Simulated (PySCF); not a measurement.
# Nuclear quadrupole coupling in `C[Si@H]1[Si@@H](Cl)[Si@H](P)[Si@H]1Cl`

Species: CH9Cl2PSi4.
Geometry (GFN2-xTB, Å), atoms numbered from 1 in this order:
```
atom  x, y, z in Å
C1    -2.7921   -0.9357   -0.7261
Si2   -1.4631    0.2716   -0.0852
Si3    0.0235   -0.6307    1.5631
Cl4   -0.1373   -2.6732    1.6658
Si5    1.8979    0.0209    0.2392
P6     2.4670    2.0267    1.0924
Si7    0.4129    0.5845   -1.5413
Cl8    0.4481   -0.8404   -3.0168
H9    -3.5288   -1.1691    0.0379
H10   -3.3240   -0.5348   -1.5848
H11   -2.3333   -1.8711   -1.0335
H12   -2.1766    1.5005    0.3052
H13   -0.0608   -0.2420    2.9763
H14    3.1342   -0.7759    0.0845
H15    3.5308    2.2328    0.2435
H16    3.2896    1.5226    2.0743
H17    0.6051    1.8240   -2.3044
```

Field gradients from the PBE0/pcSseg-1 density (PySCF, non-relativistic), principal values in atomic units, ordered |Vxx| ≤ |Vyy| ≤ |Vzz|:

```tsv
atom	Vxx	Vyy	Vzz
Cl4	-1.0956	-1.1702	2.2658
Cl8	-1.0950	-1.1696	2.2645
```

Q: Find the asymmetry η = (Vxx − Vyy)/Vzz and the couplings χ = eQV/h (234.96 MHz × Q in barn × V in au), with Q(35Cl) = −0.0817 b.

A: 
```json
{"atom": "Cl4", "environment": "silicon-bound chlorine", "nucleus": "35Cl", "η": "0.03", "χzz (MHz)": "-43.50", "χxx (MHz)": "21.03", "χyy (MHz)": "22.46"}
{"atom": "Cl8", "environment": "silicon-bound chlorine", "nucleus": "35Cl", "η": "0.03", "χzz (MHz)": "-43.47", "χxx (MHz)": "21.02", "χyy (MHz)": "22.45"}
```

The gradient is axial or nearly so (η below 0.05) at Cl4 and Cl8. 

Q: What is Vzz at Cl8 in SI units (1 au = 9.71736 × 10²¹ V/m²)?

A: 2.2645 au = 22.005 × 10²¹ V/m².

Q: And the gradient at the other heavy atoms, for which no coupling is worked out here?

A: 
| atom | environment | Vzz (au) | η |
| --- | --- | --- | --- |
| C1 | Si-methyl carbon | 0.039 | 0.58 |
| Si2 | SiH silicon | 0.314 | 0.21 |
| Si3 | chlorine-bound silicon | 0.683 | 0.63 |
| Si5 | SiH silicon | -0.279 | 0.14 |
| P6 | three-coordinate phosphorus | -1.053 | 0.16 |
| Si7 | chlorine-bound silicon | 0.684 | 0.63 |

Q: What couplings would deuterons (Q(2H) = 0.00286 b) have in place of the hydrogens, at this geometry?

A: 
```tsv
atom	bonded to	bond length (Å)	Vzz (au)	η	χzz (kHz)
H9	C1	1.087	0.3228	0.01	217
H10	C1	1.087	0.3229	0.01	217
H11	C1	1.086	0.3201	0.01	215
H12	Si2	1.474	0.1585	0.01	107
H13	Si3	1.468	0.1593	0.04	107
H14	Si5	1.479	0.1547	0.00	104
H15	P6	1.376	0.2227	0.08	150
H16	P6	1.377	0.2226	0.08	150
H17	Si7	1.468	0.1591	0.04	107
```

Geometry: GFN2-xTB, one conformer, isolated molecule. GFN2-xTB bond lengths can be off by several hundredths of an ångström, more for odd bonds, and the gradients follow them. The basis is small and wasn't made for field gradients, so the couplings can be 20 % off.
